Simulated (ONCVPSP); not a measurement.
**samarium (Sm) ONCV: all-electron and pseudo phase curves**

```
Element                 : samarium
Generator               : ONCVPSP 4.0.1
Type                    : optimised norm-conserving Vanderbilt (ONCV)
Functional              : PBEsol
Relativity              : scalar-relativistic
Frozen core             : [Kr] 4d10
Valence charge          : 16
Reference configuration : 4f6 5s2 5p6 6s2
Partial waves           : 5s+6s: rc 2.65 bohr, ncon 4, nbas 8, qcut 3.7 1/bohr, 2 projectors; 5p: rc 2.05 bohr, ncon 4, nbas 8, qcut 7.2 1/bohr, 1 projector; d scattering state at 0.27 Ha: rc 2.70 bohr, ncon 4, nbas 7, qcut 3.2 1/bohr, 2 projectors, debl 1.7 Ha; 4f: rc 1.30 bohr, ncon 5, nbas 10, qcut 14.3 1/bohr, 3 projectors, debl 2.9 Ha
Local potential         : polynomial inside 0.95 bohr (lpopt 5, dvloc0 1 Ha)
Core correction         : Teter function fitted to the true core (icmod 2), fcfact 0.7
```

In the d channel the program set the typed energies aside and used 0.050, 1.750 Ha.

The phase is arctan(r·R′/R) of the radial function R(r), unwrapped; energies in Ha, scanned from -3 to 5 Ha. A pole is an energy at which the radial function vanishes at the test radius. The pseudo phase is shifted by a multiple of π to meet the all-electron one at the reference energy, and phase errors are pseudo minus all-electron; the curves can meet again beyond the range given. Levels narrower than the energy grid can be missing from the lists of poles.

```json
{"channel": "s", "radius (bohr)": "2.69", "reference energy (Ha)": "-0.13", "poles, all-electron": "-1.52, 1.95", "poles, pseudo": "-1.52, 1.84, 4.55", "unbroken range about the reference energy with phases within 0.05 rad": "below 2.5", "phase error 1 Ha above the reference energy (rad)": "-0.004"}
{"channel": "p", "radius (bohr)": "2.08", "reference energy (Ha)": "-0.85", "poles, all-electron": "-0.09", "poles, pseudo": "-2.35, -0.09", "unbroken range about the reference energy with phases within 0.05 rad": "-2.2 to 2.3", "phase error 1 Ha above the reference energy (rad)": "+0.002"}
{"channel": "d", "radius (bohr)": "2.74", "reference energy (Ha)": "0.05", "poles, all-electron": "0.51, 3.81", "poles, pseudo": "0.51, 3.86", "unbroken range about the reference energy with phases within 0.05 rad": "the whole range", "phase error 1 Ha above the reference energy (rad)": "+0.000"}
{"channel": "f", "radius (bohr)": "1.32", "reference energy (Ha)": "-0.09", "poles, all-electron": "0.72", "poles, pseudo": "0.72", "unbroken range about the reference energy with phases within 0.05 rad": "the whole range", "phase error 1 Ha above the reference energy (rad)": "-0.000"}
```

Note: ghosts flagged at negative energy: s at -166.5 eV, p at -64.2 eV; GHOST(+) flagged for d at 11.8 eV. A true bound ghost makes a file unfit for plane-wave use.

Phases in the f channel:

| E (Ha) | all-electron | pseudo |
| --- | --- | --- |
| -2.98 | 1.136 | 1.136 |
| -2.76 | 1.110 | 1.110 |
| -2.54 | 1.079 | 1.079 |
| -2.32 | 1.040 | 1.040 |
| -2.10 | 0.993 | 0.993 |
| -1.88 | 0.931 | 0.931 |
| -1.66 | 0.849 | 0.849 |
| -1.44 | 0.735 | 0.735 |
| -1.22 | 0.569 | 0.569 |
| -1.00 | 0.317 | 0.317 |
| -0.78 | -0.046 | -0.047 |
| -0.56 | -0.478 | -0.478 |
| -0.34 | -0.853 | -0.853 |
| -0.12 | -1.116 | -1.116 |
| 0.10 | -1.294 | -1.294 |
| 0.32 | -1.418 | -1.418 |
| 0.54 | -1.510 | -1.510 |
| 0.76 | -1.583 | -1.583 |
| 0.98 | -1.644 | -1.644 |
| 1.20 | -1.698 | -1.698 |
| 1.42 | -1.748 | -1.748 |
| 1.64 | -1.797 | -1.797 |
| 1.86 | -1.846 | -1.846 |
| 2.08 | -1.898 | -1.898 |
| 2.30 | -1.956 | -1.956 |
| 2.52 | -2.020 | -2.020 |
| 2.74 | -2.096 | -2.096 |
| 2.96 | -2.188 | -2.188 |
| 3.18 | -2.300 | -2.300 |
| 3.40 | -2.442 | -2.442 |
| 3.62 | -2.621 | -2.621 |
| 3.84 | -2.841 | -2.841 |
| 4.06 | -3.092 | -3.092 |
| 4.28 | -3.350 | -3.350 |
| 4.50 | -3.586 | -3.585 |
| 4.72 | -3.782 | -3.782 |
| 4.94 | -3.937 | -3.937 |
